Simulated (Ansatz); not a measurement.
System: sum formula BN2H3Cl, charge 0, multiplicity 2. It need not be the lowest isomer of its formula. SMILES: [NH]B(N)Cl
Structure (B3LYP-D3(BJ)/def2-TZVP (Ansatz, an electronic-structure program) minimum search):
```
B
N 1 1.3934
H 2 1.0052 1 122.75
H 2 1.0060 3 115.05 1 -179.06
N 1 1.4343 2 123.65 3 179.01
H 5 1.0193 1 115.91 2 121.30
Cl 1 1.7981 2 119.44 3 3.78
```
Charge 0, spin multiplicity 2.

Computed values are from Ansatz. Valence correlation only, unless marked. Open shells are spin-unrestricted. Spin-orbit coupling is left out. No relativistic terms. Basis-set limits of correlation are two-point, X^-3; Hartree-Fock from the larger set. The bracket is a focal-point correction in the basis named.

Task: What is the atomisation energy De at RI-MP2/CBS(aug-cc-pV(T+d)Z,aug-cc-pV(Q+d)Z)+[CCSD(T)-MP2]/aug-cc-pV(T+d)Z?

Result: 2493.1 kJ/mol.

Task: What is the total energy at RI-MP2/CBS(aug-cc-pV(T+d)Z,aug-cc-pV(Q+d)Z)+[CCSD(T)-MP2]/aug-cc-pV(T+d)Z?

Result: -595.8245 Eh.

Task: What is the T1 diagnostic at CCSD/aug-cc-pV(T+d)Z?

Result: 0.014.

Task: What is the dipole moment at CCSD(T)/aug-cc-pV(D+d)Z?

Result: 2.43 D.
